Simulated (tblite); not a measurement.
Isomers of C11H12. Computed values, GFN2-xTB/tblite, gas phase, harmonic and unscaled. This tight-binding method is rough: wavenumbers can miss measured ones by several per cent, in bad cases by 10 to 20. One conformer each.

Electronic energies: GFN2-xTB at the same geometries; isomer energies are rough at this level and their order can be wrong.

```
               SMILES  electronic energy, lowest = 0 (kJ/mol)
C=C1C[C@]1(C)c1ccccc1                                    21.0
C=C1C=CC=C(C2CC2)C=C1                                   105.0
  C=Cc1cccc(C(=C)C)c1                                     0.0
```

**Question.** How do GFN2-xTB zero-point energies change the relative energies?

**Answer.** 
```tsv
SMILES	ZPE (kJ/mol)	of it from modes above 1550 cm⁻¹	electronic (kJ/mol)	with ZPE, lowest = 0 (kJ/mol)	lowest mode (cm⁻¹)	rings
C=Cc1cccc(C(=C)C)c1	496.5	259.9	0.0	0.0	30	1
C=C1C[C@]1(C)c1ccccc1	499.6	250.4	21.0	24.1	39	2
C=C1C=CC=C(C2CC2)C=C1	501.3	259.2	105.0	109.8	20	2
```

The zero-point energies span 4.8 kJ/mol, from `C=Cc1cccc(C(=C)C)c1` to `C=C1C=CC=C(C2CC2)C=C1`. The order is unchanged.
